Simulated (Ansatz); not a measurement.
The cluster As5O6⁺, 11 atoms. Hardware: 4 threads of Arm Neoverse V2 on a shared host.

Correlated methods freeze 51 core orbitals; core or outer-core shells of As are correlated, in sets that lack core-valence functions.

Q: How many basis functions does each of these Ansatz runs have, and roughly what does it cost? PBE-D4/def2-SVP, charge 1 triplet, relaxation, 16 steps; MP2/def2-SVP, charge 1 quintet, energy, from earlier orbitals; MP2/def2-SVP, charge 1 singlet, energy, from earlier orbitals; BHLYP-D4/def2-TZVP, charge 1 singlet, energy, from earlier orbitals; PBE0-D4/def2-SVP, charge 1 quintet, energy, from earlier orbitals; HF/STO-3G, charge 1 quintet, energy; PBE-D4/def2-SVP, charge 1 singlet, relaxation, 10 steps; PBE-D4/def2-SVP, charge 1 quintet, relaxation, 19 steps; r2SCAN-D4/def2-SVP, charge 0 doublet at the geometry of the charge 1 singlet, energy, from earlier orbitals; LDA (SPW92)/def2-SVP, charge 1 quintet, energy, from earlier orbitals; PBE0-D4/def2-SVP, charge 1 triplet, energy, from earlier orbitals; LDA (SPW92)/def2-SVP, charge 1 triplet, energy, from earlier orbitals.

A: Other jobs shared the machine, so times can vary by a factor of up to 3.

```json
{"run": "LDA (SPW92)/def2-SVP, charge 1 triplet, energy, from earlier orbitals", "functions": "244", "fitting or Cholesky vectors": "2673", "wall time": "5.5 s", "peak host memory (GiB)": "0.64"}
{"run": "LDA (SPW92)/def2-SVP, charge 1 quintet, energy, from earlier orbitals", "functions": "244", "fitting or Cholesky vectors": "2673", "wall time": "6 s", "peak host memory (GiB)": "0.64"}
{"run": "HF/STO-3G, charge 1 quintet, energy", "functions": "120", "fitting or Cholesky vectors": "1390", "wall time": "11 s", "peak host memory (GiB)": "0.87"}
{"run": "MP2/def2-SVP, charge 1 singlet, energy, from earlier orbitals", "functions": "244", "fitting or Cholesky vectors": "2337", "wall time": "17 s", "peak host memory (GiB)": "1.2"}
{"run": "PBE0-D4/def2-SVP, charge 1 triplet, energy, from earlier orbitals", "functions": "244", "fitting or Cholesky vectors": "2336", "wall time": "26 s", "peak host memory (GiB)": "1.8"}
{"run": "PBE0-D4/def2-SVP, charge 1 quintet, energy, from earlier orbitals", "functions": "244", "fitting or Cholesky vectors": "2338", "wall time": "28 s", "peak host memory (GiB)": "1.7"}
{"run": "r2SCAN-D4/def2-SVP, charge 0 doublet at the geometry of the charge 1 singlet, energy, from earlier orbitals", "functions": "244", "fitting or Cholesky vectors": "2673", "wall time": "29 s", "peak host memory (GiB)": "0.79"}
{"run": "BHLYP-D4/def2-TZVP, charge 1 singlet, energy, from earlier orbitals", "functions": "426", "fitting or Cholesky vectors": "2864", "wall time": "42 s", "peak host memory (GiB)": "2.9"}
{"run": "PBE-D4/def2-SVP, charge 1 singlet, relaxation, 10 steps", "functions": "244", "fitting or Cholesky vectors": "2673", "wall time": "46 s", "peak host memory (GiB)": "0.59"}
{"run": "MP2/def2-SVP, charge 1 quintet, energy, from earlier orbitals", "functions": "244", "fitting or Cholesky vectors": "2338", "wall time": "49 s", "peak host memory (GiB)": "1.8"}
{"run": "PBE-D4/def2-SVP, charge 1 triplet, relaxation, 16 steps", "functions": "244", "fitting or Cholesky vectors": "2673", "wall time": "2.1 min", "peak host memory (GiB)": "0.63"}
{"run": "PBE-D4/def2-SVP, charge 1 quintet, relaxation, 19 steps", "functions": "244", "fitting or Cholesky vectors": "2673", "wall time": "2.6 min", "peak host memory (GiB)": "0.62"}
```
